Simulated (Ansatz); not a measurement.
Input file for Ansatz (a program for electronic structure): R-r2SCAN/def2-TZVPP on CH6BP (SMILES CBP), a point of a torsion scan.

Ansatz 0.2 input:
```yaml
crystal:
  periodic: [false, false, false]
  atoms:
    - {symbol: C, position_ang: [-1.13609672, 0.08378197, -0.30385450]}
    - {symbol: B, position_ang: [-0.00072263, -0.22270789, 0.73928453]}
    - {symbol: P, position_ang: [1.80068955, 0.01166575, 0.30556844]}
    - {symbol: H, position_ang: [-1.90116581, -0.69186138, -0.30148370]}
    - {symbol: H, position_ang: [-1.64995429, 1.00190785, -0.01559475]}
    - {symbol: H, position_ang: [-0.79076946, 0.21150263, -1.32818360]}
    - {symbol: H, position_ang: [-0.28539108, -0.42930032, 1.85869666]}
    - {symbol: H, position_ang: [2.39021513, -0.95450300, 1.09638440]}
    - {symbol: H, position_ang: [1.88584778, -0.69118764, -0.87842144]}
basis:
  gaussian:
    orbitals: def2-TZVPP
hamiltonian:
  xc: {name: r2SCAN}
scf: {lower_state_search: off}
```

It printed:

```
WARN ansatz: RAYON_NUM_THREADS=1 ignored (pool sized by the plan → 1); use --threads N
Functional definition: r2SCAN
these checks for a lower state are left out or cut short: stability, starts, cluster_reference, orbital_swaps, neighbouring_geometries, increment
integrals: 0.08 GiB planned
990 factors; their error is unknown
mean field: 0.69 GiB planned
mean field evaluation 1: about -11090.2328 eV, gradient 5.8e1 eV
mean field evaluation 2: about -11081.2711 eV, gradient 7.7e1 eV
mean field evaluation 4: about -11098.5301 eV, gradient 6.2e0 eV
mean field evaluation 8: about -11098.6176 eV, gradient 4.6e-1 eV
mean field evaluation 16: about -11098.6179 eV, gradient 2.4e-5 eV
mean field -11098.61786394 eV, -407.8666835862 hartree, gradient 3.2e-6 eV, S^2 0.000000; 0 other end points of the search recorded, 0 dependent functions left out
reference -11098.61787589 eV, -407.8666840256 hartree; 16, 16 occupied and 172, 172 virtual orbitals, 990 factors
Total energy: -11098.61787589 eV, -407.8666840256 hartree
Checks for a lower state left out: stability, starts, cluster_reference, orbital_swaps, neighbouring_geometries, increment
```

The run converged.

Cost: about 4 core-seconds (a rough figure).
